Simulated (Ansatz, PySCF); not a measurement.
System: C3H10GeN (charge 0, doublet). SMILES: [CH2]C[N](C)[GeH3]
Geometry from a B3LYP-D3(BJ)/def2-TZVP (Ansatz, a quantum-chemistry and plane-wave program) optimisation:
```xyz
15

C      2.6839     0.5452    -0.8732
C      1.6449     0.2109     0.1346
N      0.2882     0.3690    -0.3799
C     -0.0714     1.7587    -0.6219
Ge    -1.0213    -0.6963     0.3808
H      3.6735     0.8563    -0.5678
H      2.4958     0.3462    -1.9195
H      1.7682    -0.8380     0.4482
H      1.8115     0.8099     1.0476
H     -0.0626     2.3732     0.2929
H     -1.0683     1.8184    -1.0611
H      0.6306     2.2114    -1.3270
H     -0.4989    -2.1415     0.3510
H     -2.2877    -0.5276    -0.4738
H     -1.3428    -0.2995     1.8461
```
Charge 0, spin multiplicity 2.

Property: size of the dipole moment, in D. Conventions: spin-orbit terms left out; LANL2DZ with its own core potentials from Na on; non-relativistic; dispersion terms only where a functional's name holds one; UHF or UKS for open shells; six Cartesian d functions in 6-31G* and its kin unless marked 5d. Ab initio and DFT rows: single points at B3LYP-D3(BJ) geometries (Ansatz).

```csv
level,program,size of the dipole moment (D)
SVWN5/6-31G*,Ansatz,0.52
PBE/6-31G*,Ansatz,0.51
PBE/def2-SVP,Ansatz,0.45
PBE/6-31G* with LANL2DZ past Ar,Ansatz,0.49
BP86/def2-SVP,PySCF,0.46
B3LYP/LANL2DZ,Ansatz,0.80
B3LYP/6-31G,Ansatz,0.67
B3LYP/def2-SVP,Ansatz,0.47
M06-2X/6-31G* with LANL2DZ past Ar (5d),PySCF,0.52
```

No value to compare with is used here. The 9 habitual levels span 0.45 (PBE/def2-SVP) to 0.80 D (B3LYP/LANL2DZ).

The levels are drawn from those run, B3LYP/6-31G* more often than the rest, none by its result; left out are runs that failed, that the program found above a lower state of the same kind, or whose <S^2> lies over 0.5 above the pure value.
